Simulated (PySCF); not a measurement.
Species: FH6PSi2.
Atom-mapped SMILES: `[F:1][SiH2:2][SiH2:3][PH2:4]`

A calculation gives these core lines: F 1s: 692.14 eV; Si 1s: 1846.40 (area 1), 1847.67 (area 1) eV; Si 2p3/2: 106.70 (area 1), 107.82 (area 1) eV; P 1s: 2150.11 eV; P 2p3/2: 136.57 eV.

Method used: delta-SCF UKS SCAN, pcX-2 on the ionised atom, pcseg-1 elsewhere, spin-free X2C (PySCF). One conformer (not necessarily the lowest) at the PBE0-D3(BJ)/def2-SVP geometry, without solvent, vibrations or thermal averaging.

(1) Which silicon gives which Si 1s line?

(2) Order the silicon atoms by Si 2p3/2 binding energy.

## Answers

(1) 1846.40 eV: Si3 (SiH2 silicon); 1847.67 eV: Si2 (fluorine-bound silicon). The listed Si 1s values span 1.27 eV, from Si3 (bonded to 2 H, P and Si) to Si2 (bonded to F, 2 H and Si). Summing the Pauling electronegativity differences to the bonded atoms, each weighted by its formal bond order, gives +0.89 for the lowest site and +2.68 for the highest.

(2) 106.70 eV: Si3 (SiH2 silicon); 107.82 eV: Si2 (fluorine-bound silicon). Lowest listed Si 2p3/2: Si3, bonded to 2 H, P and Si. Highest, 1.12 eV above it: Si2, bonded to F, 2 H and Si.

Bonded neighbours of each site: F1: Si; Si2: F, 2 H and Si; Si3: 2 H, P and Si; P4: 2 H and Si.

Problem. Express the binding energy of Si 2p3/2 of Si3 in atomic units and per mole.

Solution. 106.70 eV = 3.9212 Eh = 10295 kJ/mol.

The 2p values aren't plain energy differences: one relaxed spin-free 2p hole is combined with a matrix within the shell (ground-state 2p orbital-energy differences and spin–orbit coupling). 2p3/2, the mean of its two sublevels, lies a third of the splitting below the shell's mean and 2p1/2 two thirds above it; the statistical areas are 2:1. 2p1/2 minus 2p3/2 (ligand field included): Si 0.62 eV, P 0.89 eV.

Conformer computed: `[F:1][SiH2:2][SiH2:3][PH2:4]`: F1–Si2–Si3–P4 180°, H–P4–Si3–Si2 -74°, H–P4–Si3–Si2 -168°.
